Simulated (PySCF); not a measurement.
PySCF input for C2H11NSi3, SMILES C[SiH2][Si@H]1[SiH2]NC1, SMD-B3LYP/6-31G*. Geometry optimised at r2SCAN-D4/def2-SVP. The structure was generated by enumeration; whether it is a known compound was not checked. The values are those of a single conformer.

```python
import numpy as np
from pyscf import gto, scf, dft
from pyscf.solvent import smd

mol = gto.M(
    atom='''
    C     3.19150166    0.87187143    0.44140321
    Si    1.69600673   -0.08416050    1.08610178
    Si    0.11732734   -0.49755852   -0.59383951
    C    -0.83442171    1.10717501   -1.14335196
    N    -2.13131044    0.76742676   -0.54660005
    Si   -2.10025645   -0.86803123    0.06272688
    H     3.72146687    0.29733475   -0.33442041
    H     3.90256990    1.08226706    1.25630683
    H     2.88382502    1.83386161    0.00193299
    H     1.00670909    0.70616372    2.15671965
    H     2.13958127   -1.38005053    1.69371788
    H     0.69467203   -1.28192937   -1.73323988
    H    -0.40114442    2.04198002   -0.73429148
    H    -0.86373056    1.21516913   -2.24673956
    H    -2.89466787    1.43292620   -0.63612075
    H    -2.94149062   -1.87640915   -0.66883775
    H    -2.45418368   -1.02107611    1.51301702
    ''',
    basis='6-31G*',
    charge=0,
    spin=0,
    max_memory=1600,
    verbose=3,
)
mf = dft.RKS(mol, xc='b3lyp').density_fit(auxbasis='def2-universal-jkfit')
mf.grids.level = 3
mf.conv_tol = 1e-9
mf.max_cycle = 100
mf.kernel()
res = {}
for name in ['water', 'acetone', '1-octanol']:
    s = mf.SMD()
    s.with_solvent.solvent, s.with_solvent.sasa_ng = name, 194
    s.kernel(mf.make_rdm1())
    res[name] = (s.e_tot, s.with_solvent.get_cds(), s.dip_moment(), s.mo_energy, s.converged)
    print(f'SMD {name}: dG(solv) = {(s.e_tot - mf.e_tot) * 627.509474:.3f} kcal/mol, of which CDS {res[name][1] * 627.509474:.3f}')
```

Log of the run:

```
converged SCF energy = -1006.05743490447
converged SCF energy = -1006.05323478029
Dipole moment(X, Y, Z, Debye):  0.90533,  1.63258, -0.92387
SMD water: dG(solv) = 2.636 kcal/mol, of which CDS 5.469
converged SCF energy = -1006.06151073741
Dipole moment(X, Y, Z, Debye):  0.88484,  1.60164, -0.89859
SMD acetone: dG(solv) = -2.558 kcal/mol, of which CDS 0.099
converged SCF energy = -1006.06030215613
Dipole moment(X, Y, Z, Debye):  0.85751,  1.55960, -0.86572
SMD 1-octanol: dG(solv) = -1.799 kcal/mol, of which CDS 0.615
```

Self-consistency was reached.
